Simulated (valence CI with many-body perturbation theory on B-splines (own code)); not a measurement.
Values are calculated unless marked as measured or tabulated.
# Ladder of approximations for Ga24+

Method: configuration interaction combined with many-body perturbation theory (CI+MBPT): five valence electrons over a frozen Dirac-Fock core [He], a basis of 9 s, 9 p, 8 d, 6 f, 3 g, 1 h functions for each j, with the one-electron correlation potential Σ1, the two-electron term Σ2, the three-electron term Σ3, Breit, model QED; selected CI, second order for the rest (own B-spline code, finite nucleus).

No measured spectrum was set against this ion. As an estimate, levels of excited configurations hold to 0.05 to 0.15 % of their energy, terms of the ground configuration to about 0.5 %. Among the levels kept, up to 2000 cm⁻¹ of a level comes from second order outside the variational space, and about a tenth of that is noise between levels of different J, which matters for small intervals.

Each rung adds one term. CI alone is the Dirac-Coulomb CI over the frozen core; QED comes last and gives the full result, which names the levels. Energies are above 2s2.2p3 4S°_3/2 on the same rung, in eV.

Names give the largest LS component (configuration and term), which can be under half, so a name can repeat, a term be missing and a line seem to break the LS rules; names also repeat where a configuration has a term twice.

| Level | CI alone | + Σ1 | + Σ2 | + Σ3 | + Breit | Full |
| --- | --- | --- | --- | --- | --- | --- |
| 2s2.2p3 2D°_3/2 | 26.1 | 26.1 | 26.1 | 26.1 | 25.8 | 25.9 |
| 2s2.2p3 2D°_5/2 | 35.9 | 35.9 | 36.0 | 35.9 | 34.9 | 35.0 |
| 2s2.2p3 2P°_1/2 | 48.6 | 48.6 | 48.7 | 48.6 | 48.3 | 48.3 |
| 2s2.2p3 2P°_3/2 | 70.6 | 70.6 | 70.7 | 70.7 | 69.5 | 69.6 |
| 2s.2p4 4P_5/2 | 127.3 | 127.1 | 127.0 | 126.9 | 126.8 | 126.1 |
| 2s.2p4 4P_3/2 | 145.5 | 145.4 | 145.3 | 145.2 | 145.0 | 144.3 |
| 2s.2p4 4P_1/2 | 148.5 | 148.3 | 148.2 | 148.2 | 148.1 | 147.4 |
| 2s.2p4 2D_3/2 | 176.6 | 176.4 | 176.2 | 176.1 | 176.0 | 175.3 |
| 2s.2p4 2D_5/2 | 183.8 | 183.7 | 183.5 | 183.4 | 182.6 | 181.9 |
| 2s.2p4 2S_1/2 | 201.2 | 201.1 | 200.9 | 200.7 | 200.7 | 200.0 |
| 2s.2p4 2P_3/2 | 210.3 | 210.1 | 209.7 | 209.5 | 209.0 | 208.3 |
| 2s.2p4 2P_1/2 | 237.4 | 237.2 | 236.9 | 236.8 | 235.9 | 235.3 |
| 2p5 2P°_3/2 | 323.9 | 323.5 | 323.0 | 322.8 | 323.1 | 321.6 |
| 2p5 2P°_1/2 | 353.9 | 353.6 | 353.1 | 352.9 | 352.5 | 351.1 |
| 2s2.2p2.3s 4P_1/2 | 1338.7 | 1339.0 | 1339.0 | 1338.9 | 1338.4 | 1338.6 |
| 2s2.2p2.3s 4P_3/2 | 1361.1 | 1361.3 | 1361.4 | 1361.3 | 1360.1 | 1360.3 |
| 2s2.2p2.3s 2P_1/2 | 1365.3 | 1365.5 | 1365.5 | 1365.4 | 1364.3 | 1364.5 |
| 2s2.2p2.3s 4P_5/2 | 1369.7 | 1370.0 | 1370.1 | 1369.9 | 1368.1 | 1368.4 |
| 2s2.2p2.3p 4D°_1/2 | 1370.2 | 1370.4 | 1370.5 | 1370.4 | 1370.1 | 1370.1 |

**Question.** How does the ionisation energy move along the ladder, and which term matters most?

**Answer.** CI alone 2390.8, + Σ1 2391.0, + Σ2 2391.1, + Σ3 2391.0, + Breit 2390.2, + QED 2390.2 eV. The largest step is Breit, -0.7 eV. NIST lists 2391 ± 18 eV (semi-empirical).
